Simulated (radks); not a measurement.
All-electron atom: the xenon ion Xe0.5+ in [Kr] 4d10 5s2 5p(up 2.75, down 2.75) (fractional occupations, a model configuration).

Calculated with a radial shooting solver on a logarithmic mesh with Libxc functionals: scalar-relativistic Kohn-Sham, BLYP, spin-polarised, spherical densities, finite nucleus; Fermi nuclear charge, rms radius 4.7859 fm.

Energy parts (hartree):
| part | energy |
|---|---|
| total | -7447.53013 |
| kinetic | 7831.64743 |
| electron-nucleus | -18015.32817 |
| Hartree | 2923.25120 |
| exchange-correlation | -187.10059 |

Orbitals (lengths in bohr, moments of r in powers of bohr; r(max) is where P^2 peaks; r(90%) holds 90 % of the orbital's charge):
| orbital | occ. | eigenvalue (hartree) | r(90%) | <r^2> | r(max) | <r> |
|---|---|---|---|---|---|---|
| 1s | 2 | -1263.447 | 0.0480 | 0.0009638 | 0.01716 | 0.02666 |
| 2s | 2 | -196.7823 | 0.177 | 0.01549 | 0.09696 | 0.1146 |
| 2p | 6 | -176.6105 | 0.163 | 0.01228 | 0.07779 | 0.1003 |
| 3s | 2 | -40.37801 | 0.450 | 0.1073 | 0.2790 | 0.3065 |
| 3p | 6 | -33.86319 | 0.457 | 0.1075 | 0.2729 | 0.3044 |
| 3d | 10 | -24.19572 | 0.441 | 0.09330 | 0.2259 | 0.2809 |
| 4s | 2 | -7.42282 | 1.03 | 0.5800 | 0.6609 | 0.7167 |
| 4p | 6 | -5.35936 | 1.12 | 0.6663 | 0.6931 | 0.7649 |
| 4d | 10 | -2.35236 | 1.33 | 0.8982 | 0.7480 | 0.8770 |
| 5s | 2 | -0.88699 | 2.68 | 3.830 | 1.615 | 1.840 |
| 5p | 5.5 | -0.45253 | 3.37 | 5.830 | 1.887 | 2.253 |

The highest occupied level is 5p at -12.314 eV. The density falls to 0.001 e/bohr^3 at r = 4.28 bohr. Summed over all electrons, <r^2> = 55.77 bohr^2, which gives a Langevin (diamagnetic) susceptibility term of -44.2 x 10^-6 cm^3/mol. The electron density at the nucleus is 2.808e+05 e/bohr^3 (large components only).
